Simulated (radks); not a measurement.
Values are calculated unless marked as measured or tabulated.
Problem. The mean radii <r> (bohr) of the occupied orbitals of an atom or ion are listed with their occupations. Level of theory: scalar-relativistic Kohn-Sham, BLYP, spin-polarised, spherical densities, finite nucleus; Fermi nuclear charge, rms radius of each element as measured or else 0.836 A^(1/3) + 0.57 fm (a radial shooting solver on a logarithmic mesh with Libxc functionals).

orbital  occ.      <r>
1s          2  0.03186
2s          2   0.1371
2p          6   0.1194
3s          2   0.3437
3p          6   0.3351

Name the element and its charge. Open shells, if any, are filled with parallel spins first.

Solution. Z = 46, palladium, charge +28: Pd28+ in [Ar]. The 1s radius gives Z: for a bare nucleus <r> = (2 gamma + 1)/(2Z) with gamma = sqrt(1 - (Z/c)^2), 0.03135 bohr for Z = 46, and screening makes it slightly larger (0.03186 here). The occupations add up to 18, and the charge is Z minus that.
